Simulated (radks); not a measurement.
Results of a calculation; reference values are marked as such.
Valence configurations of Rh I (all share [Kr]). Level of theory: Dirac Kohn-Sham, BLYP, spin-unpolarised, spherical densities, finite nucleus; open shells fill j = l - 1/2 first; Fermi nuclear charge, rms radius 4.4945 fm (a radial shooting solver on a logarithmic mesh with Libxc functionals). Energies are relative to 4d8 5s1; eigenvalues in eV.

| valence | E (eV) | e(4d3/2) | e(4d5/2) | e(5p1/2) | e(5s1/2) |
|---|---|---|---|---|---|
| 4d9 | -0.616 | -3.774 | -3.414 | - | - |
| 4d8.5 5s0.5 | -0.479 | -4.843 | -4.467 | - | -3.867 |
| 4d8 5s1 | 0.000 | -6.034 | -5.643 | - | -4.313 |
| 4d7.5 5s1.5 | 0.865 | -7.331 | -6.923 | - | -4.778 |
| 4d8.5 5p0.5 | 1.128 | -5.712 | -5.334 | -1.200 | - |
| 4d7 5s2 | 2.157 | -8.716 | -8.292 | - | -5.257 |
| 4d7.5 5s1 5p0.5 | 2.712 | -8.137 | -7.726 | -1.566 | -5.336 |
| 4d8 5p1 | 3.531 | -7.603 | -7.206 | -1.718 | - |
| 4d7 5s1 5p1 | 6.167 | -10.195 | -9.766 | -2.098 | -6.246 |
| 4d6 5s1 5p2 | 15.382 | -14.318 | -13.851 | -3.069 | -7.900 |

NIST lists [Kr] 4d8 5s1 as the ground configuration; this level of theory puts 4d9 lower, by 0.616 eV. The energies are those of spherical spin-averaged densities, not of single terms.
